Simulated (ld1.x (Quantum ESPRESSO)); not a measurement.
## Sb (Z = 51): one change to a PAW potential, before and after

antimony, PAW, made with ld1.x (Quantum ESPRESSO) 7.5 (LDA (PZ), scalar-relativistic). Core [Kr] 4d10, reference 5s2 5p3. Waves: 5s (bound): rcut 1.75, rcutus 1.90 bohr; 5s channel at 0.9 Ry: rcut 1.75, rcutus 1.90 bohr; 5p (bound): rcut 1.85, rcutus 2.30 bohr; 5p channel at 0.05 Ry: rcut 1.85, rcutus 2.30 bohr; 5d channel at 0.3 Ry: rcut 1.85, rcutus 2.40 bohr; 5d channel at 1.6 Ry: rcut 1.85, rcutus 2.40 bohr. Local part: all-electron potential smoothed inside 1.45 bohr (lloc = -1). Core correction: Bessel-smoothed model core, default radius (core density twice the valence density). Augmentation charge: PSQ, inside the norm-conserving radii.

All-electron outer shells of the reference configuration (LDA (PZ), scalar-relativistic, ld1.x):

| shell | level (eV) | outermost node (bohr) | outermost maximum (bohr) |
| --- | --- | --- | --- |
| 4p | -101.60 | 0.39 | 0.76 |
| 4d | -33.55 | 0.38 | 0.84 |
| 5s | -13.09 | 0.95 | 1.88 |
| 5p | -5.00 | 1.04 | 2.32 |

Change: removed wave 5d channel at 1.6 Ry: rcut 1.85, rcutus 2.40 bohr.

Cutoffs: the cutoffs (Ry, on a coarse ladder) from which the occupation-weighted sum of valence levels, in a spherical-Bessel basis at the reference potential, stays within 10 and 1 mRy of its value at 400 Ry; they do not see the model core or the augmentation charge, which bear on the density cutoff. Errors are all-electron minus pseudo energies relative to the spin-unpolarised reference configuration.

How do hardness, ghosts and transferability respond?

The potential gets neither clearly harder nor softer (10 Ry and 21 Ry → 10 Ry and 21 Ry); the bound ghosts move from d, s to s; the errors of the 9 common tests hardly move; the range in which the d phases agree narrows (upper end at the end of the scan → 0.8).

```tsv
quantity	base	changed
cutoff, loose	10 Ry	10 Ry
cutoff, tight	21 Ry	21 Ry
bound ghosts	s, d	s
error for 5s2 5p2, meV [ΔE 8.52 eV]	-8.4	-8.4
error for 5s2 5p1, meV [ΔE 24.77 eV]	-54	-54
error for 5s2 5p0, meV [ΔE 49.56 eV]	-196	-196
error for 5s1 5p4, meV [ΔE 8.21 eV]	-9.8	-9.8
error for 5s1 5p0, meV [ΔE 94.38 eV]	-667	-667
error for 5s1 5p3, meV [ΔE 17.34 eV]	-33	-33
error for 5s0 5p5, meV [ΔE 16.65 eV]	-37	-37
error for 5s2 5p3 (spin-polarised), meV [ΔE -1.09 eV]	-9.2	-9.2
error for 5s2 5p2 (spin-polarised), meV [ΔE 7.93 eV]	-15	-15
s: phases at 2.58 bohr within 0.05 rad from the reference energy up to (Ry; the scan ends near 5)	to the end of the scan	to the end of the scan
p: phases at 2.58 bohr within 0.05 rad from the reference energy up to (Ry; the scan ends near 5)	2.3	2.3
d: phases at 2.58 bohr within 0.05 rad from the reference energy up to (Ry; the scan ends near 5)	to the end of the scan	0.8
lowest overlap eigenvalue by channel	s 0.39, p 0.44, d 0.81	s 0.39, p 0.44, d 1.00
```

 A true bound ghost makes a file unfit for plane-wave use even where its test errors are small: the radial tests pick states by their node count and pass the ghost by.
